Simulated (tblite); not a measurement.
C6H11AsO.
Cartesian coordinates in Å at the GFN2-xTB level; atoms count from 1:
```xyz
19
C6H11AsO angstrom
O     -0.4864   -3.0101   -0.3831
C     -0.6030   -2.2687    0.5515
C     -0.3011   -0.7898    0.5148
C     -1.2320   -0.1375   -0.5188
C     -1.0881    1.3783   -0.5537
As     0.7136    1.8600   -1.2390
C      1.6228    0.8429    0.2051
C      1.1829   -0.6144    0.1578
H     -0.9543   -2.6492    1.5329
H     -0.4906   -0.3512    1.4998
H     -1.0072   -0.5611   -1.5030
H     -2.2649   -0.4068   -0.2730
H     -1.8590    1.7991   -1.2048
H     -1.2370    1.7913    0.4474
H      0.7730    3.1884   -0.5137
H      1.3854    1.2737    1.1813
H      2.7067    0.8970    0.0729
H      1.7801   -1.2055    0.8606
H      1.3491   -1.0270   -0.8427
```

All values are computed: GFN2-xTB (tblite) harmonic vibrations without scaling, gas phase. The method is semi-empirical: single wavenumbers can be off by several per cent or more. Modes of hydrogen on arsenic can be 10 to 20 % off. One conformer, not necessarily the lowest. The optimisation stopped once no atom felt more than 0.01 eV/Å.

Lowest wavenumbers of the output (negative numbers stand for imaginary wavenumbers):
```
mode    cm-1
  1     -99.8
  2      78.1
  3     179.6
  4     207.5
  5     208.3
  6     221.7
  7     339.5
  8     357.0
  9     444.0
 10     551.9
 11     567.8
 12     683.9
 13     699.4
 14     749.1
 15     750.4
```

Problem. Is this structure a minimum?

Solution. No. 1 mode is imaginary beyond 20i (100i cm⁻¹), so at this level the point lies at or near a first-order saddle.

Problem. Which atoms move in the imaginary mode?

Solution. 100i: O1 (aldehyde oxygen) 37 %, H9 (formyl hydrogen) 34 %, C2 (aldehyde carbon) 19 %. These are shares of the mass-weighted motion.

Problem. What is the remedy?

Solution. Step along that mode in both directions, optimise again with tighter thresholds and repeat the frequencies. The zero-point energy of this point (96.1 kcal/mol) counts the 50 real modes alone, and thermal corrections from it aren't those of a minimum.

Time: 2.4 s wall, 2.1 s CPU. Hardware: an AMD EPYC with one thread, no GPU, shared host with 64 logical CPUs at a one-minute load of 56. The figure is for the frequency step alone.
